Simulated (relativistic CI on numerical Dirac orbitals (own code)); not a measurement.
**Rb³⁴⁺: what numerical and physical settings do to a radial Dirac CI calculation**

Reference input:

```
atom Rb  Z=37  charge=34  electrons=3
nucleus A=85  rms_radius_fm=4.2036
hamiltonian dirac-coulomb  breit=on  qed=on  c_scale=1
orbitals kli  potential=per-configuration
slater_scale 1
correlation none
mixing on
grid step=0.0125 r_max=3.5
scf mixing=0.4 start=green max_iterations=150 tolerance=2e-08 node_fill=0.05
configurations
  [He] 2s
  [He] 2p
end
```

Computed lowest total energy -1529.74031 Ha, first excitation 595288.0 cm⁻¹, 14 SCF steps. Runs with settings changed; * marks those that are bad on purpose:

```tsv
Changed	Outcome	Lowest level	ΔE (Ha)	First excitation (cm⁻¹)	SCF steps	Message
SCF tolerance 1e-10, iteration limit 30, SCF mixing 0.2	converged	2s 2S_1/2	1.31e-10	595288.0	18	
start potential thomas-fermi	converged	2s 2S_1/2	6.42e-10	595288.0	12	
start potential previous	converged	2s 2S_1/2	6.42e-10	595288.0	12	
start potential thomas-fermi, SCF tolerance 1e-10, Breit term off	converged	2s 2S_1/2	-0.734	581746.3	16	
charge 36 *	refused				0	configuration [He] 2s has 3 electrons, the ion has 1
SCF mixing 1.3 *	converged	2s 2S_1/2	6.55e-11	595288.0	12
```
